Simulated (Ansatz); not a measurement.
Ideal-gas functions of `[CH2][Si](F)(Cl)Cl` radical at 298.15 K and 1 bar, from an Ansatz frequency run at PBE0-D4/def2-TZVP.

Molar mass 132.02 g/mol, point group Cs (symmetry number 1), electronic degeneracy 2, moments of inertia 179.946, 258.538, 306.632 u Å². Harmonic wavenumbers (cm⁻¹, unscaled): 31, 169, 179, 232, 272, 291, 497, 564, 636, 734, 815, 940, 1382, 3159, 3262.

Use S(trans) = R[1.5 ln M + 2.5 ln T − 1.1517]; rotational temperatures θ = 24.2544 K / I; S(rot) = R[ln(√π/σ · √(T³/θAθBθC)) + 1.5]; for each mode x = 1.438777 ν̃/T, S = R[x/(eˣ − 1) − ln(1 − e⁻ˣ)] and H = RT x/(eˣ − 1); 1 cm⁻¹ = 0.0119627 kJ/mol; R = 8.31446 J/(mol·K).

**Question.** By hand: the entropy, in J/(mol·K).

**Answer.** Translation 169.8. Rotation: θ = 0.1348, 0.0938, 0.0791 K, giving 117.0. Vibration, mode by mode: 24.12, 10.24, 9.79, 7.80, 6.63, 6.14, 2.79, 2.16, 1.64, 1.12, 0.82, 0.50, 0.08, 0.00, 0.00, in all 73.8. Electronic 5.8. Sum 366.4 J/(mol·K).

**Question.** By hand: H − E and G − E in kJ/mol, counted from the electronic energy.

**Answer.** Zero-point energy ½ × 13163 × 0.0119627 = 78.7; thermal vibration 11.2; translation, rotation and pV give 4 RT = 9.9. H − E = 99.8 kJ/mol, and G − E = 99.8 − 298.15 × 366.4/1000 = -9.4 kJ/mol.

Vibration gives 20 % of the entropy, 24.1 J/(mol·K) of it from the mode under 150 cm⁻¹: soft modes count most, and the harmonic formula is weakest for them.
